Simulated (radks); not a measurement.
Question: All-electron atom: the promethium ion Pm31+ in [Ne] 3s2 3p5 3d10 4s2 5s1 (not the ground configuration). Method: scalar-relativistic Kohn-Sham, exchange-only B88, spin-polarised, spherical densities, finite nucleus; open shells are filled with parallel spins first (spin-orbit coupling, left out, can overturn this in heavy ions); Fermi nuclear charge, rms radius 4.962 fm; computed with a radial shooting solver on a logarithmic mesh with Libxc functionals. Some entries of the table are withheld. Estimate them.

orbital,occ.,eigenvalue (eV),<1/r> (bohr^-1),<r^2> (bohr^2)
1s up,1,-46275.26,67.42,0.0007314
1s down,1,-46272.55,67.43,0.0007314
2s up,1,-8531.893,15.63,0.01150
2s down,1,-8530.309,15.63,0.01150
2p up,3,-7756.393,14.71,0.009196
2p down,3,-7753.978,14.70,0.009197
3s up,1,-2726.066,5.829,0.07429
3s down,1,-2721.355,5.827,0.07434
3p up,3,-2481.611,5.518,0.07349
3p down,2,-2476.855,5.517,0.07354
3d up,5,-2156.263,5.249,0.06073
3d down,5,-2152.249,5.251,0.06072
4s up,1,(1),2.815,0.3002
4s down,1,(2),2.816,0.2997
5s up,1,-740.4585,1.655,0.8581
5s down,0,-732.7114,1.658,0.8579

Answer: 
(1) 4s up eigenvalue (eV): -1272.650
(2) 4s down eigenvalue (eV): -1270.378
